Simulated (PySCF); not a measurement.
**Working out the ionisation energy of Ru**

Ru [Kr] 4d7 5s1 (5F) → Ru⁺ [Kr] 4d7 (4F). Calculation: PySCF 2.14, in def2-TZVP with the def2 core potential (28 electrons) (6s4p3d1f, 40 functions); a scalar-relativistic core potential. Frozen: 4s2 4p6. Energies in hartree (1 hartree = 27.21139 eV):

```csv
part,Ru (lower),Ru⁺ (upper)
UHF,-94.121142,-93.889570
MP2 opposite-spin,-0.073893,-0.065248
MP2 same-spin,-0.061970,-0.048957
```

What does Hartree-Fock give?

(-93.889570) − (-94.121142) = 0.231572 hartree = 6.301 eV.

What do MP2 and SCS-MP2 (6/5 opposite-spin, 1/3 same-spin) give?

The opposite-spin parts differ by 0.235 eV and the same-spin parts by 0.354 eV. MP2: 6.301 + (0.235) + (0.354) = 6.890 eV. SCS-MP2: 6.301 + 1.2 × (0.235) + (0.354)/3 = 6.701 eV.

Measured between the centres of the two terms (NIST): 7.365 eV, so MP2 (valence) is off by -0.475 eV.

What remains against the reference includes basis incompleteness, the frozen core and correlation beyond second order.
